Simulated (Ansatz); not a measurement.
The cluster HfZrO4, relaxed as a singlet with RKS PBE0-D4/def2-SVP in Ansatz, starting from the GFN1-xTB geometry. Force threshold 0.02 eV/Å.

In the def2 sets Hf, Zr take a core potential; there is no spin–orbit coupling. The structure comes from a short search, and lower isomers may exist.

Start:

```csv
atom,x (Å),y (Å),z (Å)
Hf1,0.861,-0.827,0.849
Zr2,-0.882,0.781,-0.878
O3,-0.905,-0.007,0.908
O4,-1.884,1.840,-1.864
O5,0.871,-0.075,-0.950
O6,1.939,-1.713,1.936
```

```json
{"step": "1", "energy (eV)": "-10764.1255", "largest force component (eV/Å)": "2.410", "SCF passes": "21"}
{"step": "2", "energy (eV)": "-10764.6019", "largest force component (eV/Å)": "1.493", "SCF passes": "35"}
{"step": "3", "energy (eV)": "-10764.7723", "largest force component (eV/Å)": "2.652", "SCF passes": "35"}
{"step": "4", "energy (eV)": "-10765.2126", "largest force component (eV/Å)": "1.629", "SCF passes": "29"}
{"step": "5", "energy (eV)": "-10765.5009", "largest force component (eV/Å)": "0.992", "SCF passes": "28"}
{"step": "6", "energy (eV)": "-10765.7124", "largest force component (eV/Å)": "0.903", "SCF passes": "28"}
{"step": "7", "energy (eV)": "-10765.8722", "largest force component (eV/Å)": "0.614", "SCF passes": "28"}
{"step": "8", "energy (eV)": "-10765.9636", "largest force component (eV/Å)": "0.445", "SCF passes": "27"}
{"step": "9", "energy (eV)": "-10765.9938", "largest force component (eV/Å)": "0.595", "SCF passes": "27"}
{"step": "10", "energy (eV)": "-10766.0039", "largest force component (eV/Å)": "0.039", "SCF passes": "24"}
{"step": "11", "energy (eV)": "-10766.0042", "largest force component (eV/Å)": "0.015", "SCF passes": "24"}
```

Force components are those of the run's own axes.

End:

```
atom   x (Å)   y (Å)   z (Å)
 Hf1   0.678  -1.263   0.694
 Zr2  -1.078   0.417  -1.051
  O3  -1.134  -0.472   0.724
  O4  -0.894   2.154  -0.932
  O5   0.664  -0.534  -1.144
  O6   1.766  -0.303   1.709
```

By distances, no bond broke or formed. The bond that changes most is Zr2–O3, from 1.95 to 1.99 Å (atoms count from 1).

No frequencies were taken in this run, so the end may be a saddle point.

Run time 22 s (4 threads of Arm Neoverse V1 on a shared host).
